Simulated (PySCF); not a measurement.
Compound: C2H12B2N2.
SMILES: `CC[BH-]1[NH2+][BH2-][NH2+]1`

Torsions of this conformer, `[CH3:1][CH2:2][BH-:3]1[NH2+:4][BH2-:5][NH2+:6]1`: C1–C2–B3–N4 -174°.

The closed-shell ground state was solved at several levels (PySCF, density fitting, gas phase, non-relativistic). Isolated species at its PBE0-D3(BJ)/def2-SVP geometry (one conformer only).

| level | basis functions | HOMO (eV) | LUMO (eV) | gap (eV) | dipole (D) |
| --- | --- | --- | --- | --- | --- |
| PBE0/pcSseg-1 | 162 | -7.78 | 0.95 | 8.73 | 0.29 |
| B3LYP/pcJ-1 | 282 | -7.56 | 0.61 | 8.17 | 0.30 |
| KT3/pcSseg-1 | 162 | -6.54 | -0.08 | 6.46 | 0.28 |

Q: What might PBE0/def2-SVPD (216 basis functions) give for the same quantities?

A: HOMO -7.77 eV, LUMO 0.27 eV, gap 8.04 eV, dipole 0.36 D.

Q: Over all these levels, which gives the widest orbital gap and which the narrowest?

A: PBE0/pcSseg-1 (global hybrid, 25 % exact exchange) has the widest, 8.73 eV, and KT3/pcSseg-1 (GGA) the narrowest, 6.46 eV. The two share the basis. From the narrowest to the widest the HOMO moves by -1.24 eV and the LUMO by +1.03 eV.

Q: How far do the dipole and the HOMO energy spread over the levels?

A: The dipole runs from 0.28 to 0.36 D (mean 0.31 D) and the HOMO from -7.78 to -6.54 eV.
